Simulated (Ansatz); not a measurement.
Mulliken charges of CH4AlBrSe (`C[Se][AlH][Br]`) from B3LYP/def2-TZVPP in Ansatz (PBE0-D4/def2-TZVP geometry).

| atom | x (Å) | y (Å) | z (Å) | charge (e) |
| --- | --- | --- | --- | --- |
| C1 | 0.315 | 1.427 | -0.170 | -0.337 |
| Se2 | -0.563 | 0.413 | 1.263 | -0.109 |
| Al3 | -0.476 | -1.723 | 0.435 | 0.401 |
| Br4 | 0.482 | -2.099 | -1.579 | -0.248 |
| H5 | 0.629 | 0.764 | -0.972 | 0.130 |
| H6 | -0.398 | 2.157 | -0.545 | 0.135 |
| H7 | 1.178 | 1.930 | 0.260 | 0.135 |
| H8 | -1.074 | -2.925 | 1.252 | -0.107 |

Problem. By hand: the dipole of these point charges (1 e Å = 4.8032 D).

Solution. Σ q r = (-0.053, 0.268, 0.187) e Å, of length 0.331 e Å = 1.59 D.

Problem. How does the dipole of the full density compare? (An estimate is asked.)

Solution. Ansatz gave: (0.041, 0.207, -0.019) e Å, 1.02 D; the point charges give 1.56 times that, at 45° from its direction.

Point charges leave out the atoms' own dipoles, such as those of lone pairs, and Mulliken's split depends on the basis, so the two needn't agree.

B3LYP here is the variant with VWN-RPA as its local correlation; programs differ in this.
